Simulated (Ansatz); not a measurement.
Mo₃O₉⁺, that is (MoO3)3 with one electron fewer. The state is a doublet with charge 1. Geometry PBE-D4/def2-SVP, that of the neutral singlet.

```
atom   x (Å)   y (Å)   z (Å)
  O1   1.737  -1.546   2.383
 Mo2   1.001  -0.151   1.771
  O3   1.249   1.087   2.897
  O4  -0.848  -0.427   1.433
 Mo5  -2.005  -0.365  -0.072
  O6  -2.727  -1.867  -0.364
  O7  -3.250   0.760   0.145
  O8  -0.846   0.140  -1.490
 Mo9   1.004   0.520  -1.698
 O10   1.255   2.087  -2.282
 O11   1.740  -0.548  -2.784
 O12   1.690   0.310   0.061
```

In the def2 sets Mo takes a core potential; there is no spin–orbit coupling. At PBE-D4/def2-TZVP, B97M-V/def2-TZVP the gap within one spin of the charge 1 doublet nearly closes, so an electron or hole may be smeared out by delocalisation error.

Q: Estimate the α-spin orbital energies around the gap (eV) in Ansatz with PBE-D4/def2-TZVP, B97M-V/def2-TZVP, PBE0-D4/def2-TZVP.

A: 
| orbital | PBE-D4/def2-TZVP | B97M-V/def2-TZVP | PBE0-D4/def2-TZVP |
| --- | --- | --- | --- |
| HOMO−5 | -13.64 | -14.15 | -15.48 |
| HOMO−4 | -13.62 | -14.09 | -15.37 |
| HOMO−3 | -13.60 | -14.07 | -15.25 |
| HOMO−2 | -13.47 | -14.00 | -15.19 |
| HOMO−1 | -13.46 | -13.97 | -15.14 |
| HOMO | -13.44 | -13.96 | -14.97 |
| LUMO | -9.53 | -9.53 | -8.98 |
| LUMO+1 | -9.52 | -9.52 | -8.89 |
| LUMO+2 | -9.09 | -9.06 | -8.49 |
| LUMO+3 | -8.98 | -8.97 | -8.26 |
| LUMO+4 | -8.26 | -8.22 | -7.62 |
| LUMO+5 | -8.26 | -8.21 | -7.45 |
| β HOMO | -12.89 | -13.12 | -13.76 |
| β LUMO | -12.90 | -13.13 | -13.11 |
